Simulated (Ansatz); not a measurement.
Coupled-cluster diagnostics for the cluster Cu4S3, Ansatz.

Geometry of the singlet (r2SCAN-D4/def2-SVP):

```csv
atom,x (Å),y (Å),z (Å)
Cu1,1.131,1.183,0.321
Cu2,-1.113,1.233,-0.152
Cu3,0.984,-1.101,0.776
Cu4,-1.259,-1.050,0.303
S5,0.256,-1.453,-1.371
S6,-0.399,0.412,1.938
S7,0.400,0.775,-1.815
```

Correlated methods freeze 51 core orbitals. Another isomer (singlet) lies 0.09 eV lower at PBE0-D4/def2-TZVP; other spin states weren't run for this one.

Estimate the CCSD(T) correlation energy, the shares of MP2 and (T), T1 and the reference's ⟨S²⟩ for: charge 0, singlet, own geometry in def2-SVP; and the rough time on 4 threads of Arm Neoverse V2 on a shared host.


| state | basis | correlation (eV) | MP2 share (%) | (T) share (%) | T1 | ⟨S²⟩ (pure) | wall time |
| --- | --- | --- | --- | --- | --- | --- | --- |
| charge 0, singlet, own geometry | def2-SVP | -44.489 | 102.6 | 5.0 | 0.030 | 0.00 (0.00) | 65 s |
Customary marks for T1 are 0.02 (closed shells), 0.045 (open shells) and about 0.05 (3d metals). T1 exceeds 0.02 in 1 of 1 rows and 0.045 in 0; the higher it lies, the less the single-reference result can be trusted.
